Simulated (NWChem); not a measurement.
System: AlH3O; SMILES [OH][AlH2]

NWChem input:

```
start job
memory heap 200 mb stack 900 mb global 1100 mb
geometry units angstroms noautoz
  Al     0.000000    -0.041478     0.560585
  H      0.000000     1.407140     1.213375
  H     -0.000000    -1.391714     1.381931
  O      0.000000    -0.218320    -1.134265
  H     -0.000000     0.490778    -1.778987
end
basis spherical
  * library def2-svpd
end
dft
  xc b3lyp
  iterations 150
end
tddft
  cis
  nroots 6
  notriplet
end
task tddft energy
```

Geometry: optimised at PBE0/def2-SVP.

Vertical excitations in the gas phase.

Question: What results follow from this input? (B3LYP/def2-SVPD, TDA.) Quantities: lowest excitation, singlet (eV); oscillator strength of that lowest state; lowest state with f > 0.02, singlet (eV); oscillator strength of that bright state; orbital gap (eV).

Answer: lowest excitation, singlet (eV): 5.77
oscillator strength of that lowest state: 0.000
lowest state with f > 0.02, singlet (eV): 7.24
oscillator strength of that bright state: 0.042
orbital gap (eV): 6.97
